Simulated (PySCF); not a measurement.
**Correlation energy of W²⁺ (tungsten, charge +2)**

[Xe] 4f14 5d3 6s1, high-spin 5F determinant (an excited configuration). Calculation: PySCF 2.14, in def2-TZVPPD with the def2 core potential (60 electrons) (6s5p3d2f1g, 59 functions); a scalar-relativistic core potential. Frozen: 5s2 5p6; 4 electrons correlated.

MP2 pair energies summed by pair of shells (mhartree):

```json
{"pair": "5d-5d", "energy": "-13.29", "share (%)": "50.8"}
{"pair": "5d-6s", "energy": "-12.89", "share (%)": "49.2"}
```

Total MP2 correlation energy: -26.18 mhartree.

Same-spin part -26.18 and opposite-spin part 0.00 mhartree; SCS-MP2 scales them by 1/3 and 6/5 to -8.73 mhartree.
